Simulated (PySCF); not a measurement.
C3H7ClOSi. Atoms are numbered in the order given.

```xyz
13

C      1.6426    -0.1194     1.2479
C      0.8747    -0.0703     0.1588
Cl     1.4648    -0.6610    -1.3814
Si    -0.8933     0.5702     0.0862
C     -2.0387    -0.8347    -0.3272
O     -1.3066     1.1710     1.5915
H      1.2365     0.2476     2.1958
H      2.6618    -0.5189     1.2347
H     -0.9356     1.6512    -0.9429
H     -3.0705    -0.4838    -0.4827
H     -1.6951    -1.3384    -1.2444
H     -2.0392    -1.5712     0.4917
H     -0.9729     2.0449     1.8167
```
Charge 0, spin multiplicity 1.

Geometry optimised at ωB97X-D3(BJ)/def2-SVP. The structure was generated by enumeration; whether it is a known compound was not checked. The values are those of a single conformer.

Method: SMD-ωB97X/def2-SVP (PySCF).

Solvation free energies are E(SMD) − E(gas) at the gas-phase geometry, for 1 M in both phases. In vacuum the dipole moment is 1.42 D.

```csv
solvent,ΔG(solv) (kcal/mol),its non-electrostatic (CDS) part,dipole (D)
water,-2.3,4.8,1.87
toluene,-3.3,-1.3,1.61
cyclohexanone,[?],[?],[?]
```

Q: Some entries are withheld; supply them. (An estimate is asked for; the answer gives what the named calculation found.)

A: 
- cyclohexanone, ΔG(solv) (kcal/mol): -3.8
- cyclohexanone, its non-electrostatic (CDS) part: 0.1
- cyclohexanone, dipole (D): 1.82
